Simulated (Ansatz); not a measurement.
Breaking the Si1–F3 bond in FHSi (SMILES F[SiH]) (multiplicity 1 held, fragments rigid). Energies count from the point at 1.620 Å.
Geometry at that point (charge 0, multiplicity 1):
```xyz
3

Si    -0.207    -0.345     0.450
H     -1.003    -1.195    -0.556
F      0.434     0.670    -0.638
```

Restricted levels (R-, RO-) in cc, def2 and unpolarised 6-31G sets keep to the state of the molecule at rest. U- levels take the lowest unrestricted solution at each point, which mixes spins at long bonds. Active spaces are followed from a long bond inwards. Levels need not reach the same state.

Frozen-core correlation.

The values were computed with Ansatz (a quantum-chemistry and plane-wave program) with Gaussian orbitals. 

Energies in kcal/mol.

```json
[
 {"R (Å)": "1.296", "U-HF/cc-pV(T+d)Z": "62.5", "U-PBE/cc-pV(T+d)Z": "73.0", "R-SCS-MP2/cc-pV(T+d)Z": "69.8", "U-CCSD/cc-pV(T+d)Z": "68.3", "U-CCSD(T)/cc-pV(T+d)Z": "69.4", "FIC-MRCISD+Q on CASSCF(6,4)/cc-pV(T+d)Z": "68.7"},
 {"R (Å)": "1.458", "U-HF/cc-pV(T+d)Z": "8.2", "U-PBE/cc-pV(T+d)Z": "13.5", "R-SCS-MP2/cc-pV(T+d)Z": "11.6", "U-CCSD/cc-pV(T+d)Z": "10.8", "U-CCSD(T)/cc-pV(T+d)Z": "11.4", "FIC-MRCISD+Q on CASSCF(6,4)/cc-pV(T+d)Z": "11.1"},
 {"R (Å)": "1.620", "U-HF/cc-pV(T+d)Z": "0.0", "U-PBE/cc-pV(T+d)Z": "0.0", "R-SCS-MP2/cc-pV(T+d)Z": "0.0", "U-CCSD/cc-pV(T+d)Z": "0.0", "U-CCSD(T)/cc-pV(T+d)Z": "0.0", "FIC-MRCISD+Q on CASSCF(6,4)/cc-pV(T+d)Z": "0.0"},
 {"R (Å)": "1.782", "U-HF/cc-pV(T+d)Z": "10.2", "U-PBE/cc-pV(T+d)Z": "5.4", "R-SCS-MP2/cc-pV(T+d)Z": "7.5", "U-CCSD/cc-pV(T+d)Z": "8.1", "U-CCSD(T)/cc-pV(T+d)Z": "7.6", "FIC-MRCISD+Q on CASSCF(6,4)/cc-pV(T+d)Z": "8.1"},
 {"R (Å)": "1.944", "U-HF/cc-pV(T+d)Z": "27.1", "U-PBE/cc-pV(T+d)Z": "18.0", "R-SCS-MP2/cc-pV(T+d)Z": "22.3", "U-CCSD/cc-pV(T+d)Z": "23.4", "U-CCSD(T)/cc-pV(T+d)Z": "22.5", "FIC-MRCISD+Q on CASSCF(6,4)/cc-pV(T+d)Z": "23.3"},
 {"R (Å)": "2.187", "U-HF/cc-pV(T+d)Z": "54.6", "U-PBE/cc-pV(T+d)Z": "40.4", "R-SCS-MP2/cc-pV(T+d)Z": "47.9", "U-CCSD/cc-pV(T+d)Z": "49.5", "U-CCSD(T)/cc-pV(T+d)Z": "48.0", "FIC-MRCISD+Q on CASSCF(6,4)/cc-pV(T+d)Z": "48.9"},
 {"R (Å)": "2.430", "U-HF/cc-pV(T+d)Z": "79.9", "U-PBE/cc-pV(T+d)Z": "61.5", "R-SCS-MP2/cc-pV(T+d)Z": "72.3", "U-CCSD/cc-pV(T+d)Z": "74.0", "U-CCSD(T)/cc-pV(T+d)Z": "71.9", "FIC-MRCISD+Q on CASSCF(6,4)/cc-pV(T+d)Z": "72.9"},
 {"R (Å)": "2.835", "U-HF/cc-pV(T+d)Z": "98.6", "U-PBE/cc-pV(T+d)Z": "89.5", "R-SCS-MP2/cc-pV(T+d)Z": "106.2", "U-CCSD/cc-pV(T+d)Z": "108.3", "U-CCSD(T)/cc-pV(T+d)Z": "107.5", "FIC-MRCISD+Q on CASSCF(6,4)/cc-pV(T+d)Z": "105.6"},
 {"R (Å)": "3.240", "U-HF/cc-pV(T+d)Z": "101.5", "U-PBE/cc-pV(T+d)Z": "107.8", "R-SCS-MP2/cc-pV(T+d)Z": "131.8", "U-CCSD/cc-pV(T+d)Z": "127.6", "U-CCSD(T)/cc-pV(T+d)Z": "129.1", "FIC-MRCISD+Q on CASSCF(6,4)/cc-pV(T+d)Z": "126.2"},
 {"R (Å)": "3.726", "U-HF/cc-pV(T+d)Z": "102.5", "U-PBE/cc-pV(T+d)Z": "119.7", "R-SCS-MP2/cc-pV(T+d)Z": "154.6", "U-CCSD/cc-pV(T+d)Z": "134.9", "U-CCSD(T)/cc-pV(T+d)Z": "137.7", "FIC-MRCISD+Q on CASSCF(6,4)/cc-pV(T+d)Z": "135.3"},
 {"R (Å)": "4.374", "U-HF/cc-pV(T+d)Z": "102.9", "U-PBE/cc-pV(T+d)Z": "126.7", "R-SCS-MP2/cc-pV(T+d)Z": "174.9", "U-CCSD/cc-pV(T+d)Z": "136.8", "U-CCSD(T)/cc-pV(T+d)Z": "139.8", "FIC-MRCISD+Q on CASSCF(6,4)/cc-pV(T+d)Z": "137.9"},
 {"R (Å)": "5.184", "U-HF/cc-pV(T+d)Z": "103.0", "U-PBE/cc-pV(T+d)Z": "130.1", "R-SCS-MP2/cc-pV(T+d)Z": "187.0", "U-CCSD/cc-pV(T+d)Z": "136.9", "U-CCSD(T)/cc-pV(T+d)Z": "140.0", "FIC-MRCISD+Q on CASSCF(6,4)/cc-pV(T+d)Z": "138.5"}
]
```

Doubts at one or more of the structures used: a spin-contaminated determinant (U-HF/cc-pV(T+d)Z, U-PBE/cc-pV(T+d)Z, U-CCSD/cc-pV(T+d)Z, U-CCSD(T)/cc-pV(T+d)Z); a restricted determinant that unrestricted orbitals would lower (R-SCS-MP2/cc-pV(T+d)Z); T1 above 0.05 (U-CCSD/cc-pV(T+d)Z, U-CCSD(T)/cc-pV(T+d)Z); active orbitals that take no part (FIC-MRCISD+Q on CASSCF(6,4)/cc-pV(T+d)Z).
